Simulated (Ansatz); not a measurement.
`O[B](Cl)[GaH2]`, relaxed with RKS PBE0-D4/def2-TZVP in Ansatz 0.2.0 from a GFN2-xTB geometry. The force threshold is 0.005 eV/Å; the program also tests the step.

The species carries charge 0 and has multiplicity 1.

Start:

```xyz
7

O     1.372   -1.174   -0.695
B     0.371   -0.345   -0.490
Cl   -0.553    0.372   -1.791
Ga   -0.603    0.546    1.123
H     1.634   -1.418   -1.590
H    -1.855    1.445    0.732
H    -0.367    0.574    2.711
```

**Question.** How much energy does the relaxation release, and in how many steps? (Estimate.)

**Answer.** The calculation gave: 0.46 eV, in 18 steps, 3 of them rejected.

**Question.** Which bonds change most? (Best estimate.)

**Answer.** Ansatz gave: B2–Cl3 from 1.749 to 1.789 Å; Ga4–H7 from 1.605 to 1.572 Å; O1–B2 from 1.316 to 1.344 Å; Ga4–H6 from 1.590 to 1.572 Å.

**Question.** Give the relaxed structure. (An estimate is asked.)

**Answer.** Computed: 
```xyz
7

O     0.781   -1.444   -0.625
B     0.304   -0.189   -0.562
Cl    0.519    0.875   -1.983
Ga   -0.680    0.587    1.117
H     1.210   -1.661   -1.462
H    -2.243    0.499    1.261
H     0.110    1.332    2.255
```
